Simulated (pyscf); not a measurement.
Single points on ωB97X-D3(BJ)/def2-SVP structures (PySCF, gas phase).

SMILES: [SiH3][PH][GaH][PH2]
```xyz
11

Si     1.6325    -0.1191     0.7586
P      0.7660     0.1551    -1.2943
Ga    -0.6598     1.7718    -0.5163
P     -2.9265     1.4434    -0.6715
H      2.2819    -1.4565     0.8635
H      2.6472     0.9537     0.9564
H      0.6218    -0.0063     1.8565
H     -0.1775    -0.9087    -1.2085
H     -0.0533     3.0305     0.1914
H     -3.2393     2.7756    -1.0631
H     -2.8877     0.9136    -1.9918
```
Charge 0, spin multiplicity 1.

How much does it cost (ΔH, 298 K, ωB97M-D3(BJ)/def2-TZVP) to split H₃Si–PH–GaH–PH₂ at its Ga–P bond into H₃Si–PH• + [H₂P–GaH]•?

Ga–P to H₃Si–PH• + [H₂P–GaH]•: 66.7 kcal/mol. The 7 functionals that were run give +63.7 (B3LYP-D3(BJ)) to +73.8 kcal/mol (ωB97X-D3(BJ)). The radicals are drawn with the spin at the cut bond; how far it spreads was not checked. Other isomers of H₃Si–PH•, [H₂P–GaH]• were not searched in full and may lie lower. Elements up to Kr have no core potential and no relativistic terms here.
